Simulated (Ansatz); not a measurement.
Mulliken charges of `O[SiH](F)S[SiH2]F` from B3LYP/def2-TZVPP in Ansatz (PBE0-D4/def2-TZVP geometry).

```json
{"atom": "O1", "x (Å)": "-1.431", "y (Å)": "0.359", "z (Å)": "1.484", "charge (e)": "-0.370"}
{"atom": "Si2", "x (Å)": "-1.221", "y (Å)": "-0.860", "z (Å)": "0.439", "charge (e)": "0.727"}
{"atom": "F3", "x (Å)": "-1.831", "y (Å)": "-0.471", "z (Å)": "-0.981", "charge (e)": "-0.304"}
{"atom": "S4", "x (Å)": "0.840", "y (Å)": "-1.349", "z (Å)": "0.149", "charge (e)": "-0.319"}
{"atom": "Si5", "x (Å)": "1.459", "y (Å)": "0.469", "z (Å)": "-0.743", "charge (e)": "0.570"}
{"atom": "F6", "x (Å)": "0.982", "y (Å)": "1.694", "z (Å)": "0.186", "charge (e)": "-0.336"}
{"atom": "H7", "x (Å)": "-0.837", "y (Å)": "1.113", "z (Å)": "1.431", "charge (e)": "0.203"}
{"atom": "H8", "x (Å)": "-1.922", "y (Å)": "-2.044", "z (Å)": "0.952", "charge (e)": "-0.068"}
{"atom": "H9", "x (Å)": "0.850", "y (Å)": "0.696", "z (Å)": "-2.068", "charge (e)": "-0.047"}
{"atom": "H10", "x (Å)": "2.936", "y (Å)": "0.455", "z (Å)": "-0.786", "charge (e)": "-0.054"}
```

Task: By hand: the dipole of these point charges (1 e Å = 4.8032 D).

Result: Σ q r = (0.194, -0.179, -0.100) e Å, of length 0.282 e Å = 1.35 D.

Task: How does the dipole of the full density compare? (An estimate is asked.)

Result: The calculation gave: (0.276, 0.020, -0.065) e Å, 1.37 D; the point charges give 0.99 times that, at 45° from its direction.

Point charges leave out the atoms' own dipoles, such as those of lone pairs, and Mulliken's split depends on the basis, so the two needn't agree.

B3LYP here is the variant with VWN-RPA as its local correlation; programs differ in this.
